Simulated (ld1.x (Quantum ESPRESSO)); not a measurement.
Debugging a pseudopotential input (N, ld1.x (Quantum ESPRESSO) 7.5)

Command:

```bash
ld1.x < N.in > N.out
```

Input:

```
&input
   title='N', zed=7., rel=1, dft='PBE', iswitch=3, rmax=20.0,
   config='[He] 2s2 2p3 3d-2',
   nld=3, rlderiv=1.55, eminld=-3.0, emaxld=5.0, deld=0.02
 /
 &inputp
   pseudotype=2, tm=.true., lloc=0,
   nlcc=.false.,
   file_pseudopw='N.UPF', file_wfcaegen='ae.wfc', file_wfcncgen='nc.wfc', file_beta='beta', file_chi='chi'
 /
3
2P  2  1   3.00   0.00  1.40  1.40  0.0
3D  3  2  -2.00   0.30  1.20  1.20  0.0
2S  1  0   2.00   0.00  1.05  1.05  0.0
 &test
   configts(1)='2s2 2p3'
 /
```

This is an input that runs to its end, with one change: mesh end rmax=20.0.

**Question.** How does the run end?

**Answer.** The program runs through. The occupied levels of the test differ from the all-electron ones by at most 0.00002 Ry (unchanged input: 0.00002 Ry).

```
      Generating local pot.: lloc=0, matching radius rcloc =   1.0500

      Wfc   2P  rcut= 1.390  Using Troullier-Martins method

      Wfc   3D  rcut= 1.196  Using Troullier-Martins method

     ------------------- End of pseudopotential generation -------------------

     Computing logarithmic derivative in   1.54552
     Computing logarithmic derivative in   1.54552
     Computing the partial wave expansion
       no projector for channel:   0
     R is outside the sphere for l=    1 j= 0.00
     R is outside the sphere for l=    2 j= 0.00

     ---------------------- Testing the pseudopotential ----------------------

     N
     scalar relativistic calculation

     atomic number is  7.00   valence charge is  5.00
     dft =PBE   lsd =0 sic =0 latt =0  beta=0.20 tr2=1.0E-14
     mesh = 957 r(mesh) =  20.16785 xmin = -7.00 dx = 0.01250

     n l     nl             e AE (Ry)        e PS (Ry)    De AE-PS (Ry)
     1 0     2S   1( 2.00)       -1.36581       -1.36583        0.00002
     2 1     2P   1( 3.00)       -0.52111       -0.52111        0.00001

     eps = 3.9E-15  iter = 11

     Etot =    -108.906480 Ry,     -54.453240 Ha,   -1481.748142 eV
     Etotps =   -19.267647 Ry,      -9.633823 Ha,    -262.149687 eV

     Ekin =      12.515562 Ry,       6.257781 Ha,     170.282898 eV
     Encl =     -38.823081 Ry,     -19.411540 Ha,    -528.214925 eV
     Ehrt =      16.274849 Ry,       8.137425 Ha,     221.430602 eV
     Ecxc =      -4.446605 Ry,      -2.223302 Ha,     -60.499138 eV
     Epseu=      -4.788372 Ry,      -2.394186 Ha,     -65.149124 eV

     ---------------------- End of pseudopotential test ----------------------
```
